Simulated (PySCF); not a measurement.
Sn(H)2(Cl)(OMe) (CH₅ClOSn), SMILES C[O][SnH2][Cl]. The structure is a stationary point at PBE0-D3(BJ)/def2-SVP. The def2 effective core potentials stand for the cores of Sn; spin–orbit coupling is left out. Other conformers were not sampled.

Computed equilibrium geometry at PBE0-D3(BJ)/def2-SVP (PySCF confirms it by a frequency run) as Cartesian coordinates in Å (one conformer of several):
```xyz
9

Sn     0.4027    -0.1633     0.4391
Cl     0.7181     1.1690    -1.4779
O     -1.3302    -1.0777     0.1930
C     -2.5041    -0.3518    -0.0435
H      1.5630    -1.4048     0.4556
H      0.3140     0.9110     1.7656
H     -2.7660     0.3305     0.7900
H     -3.3370    -1.0653    -0.1579
H     -2.4522     0.2527    -0.9687
```
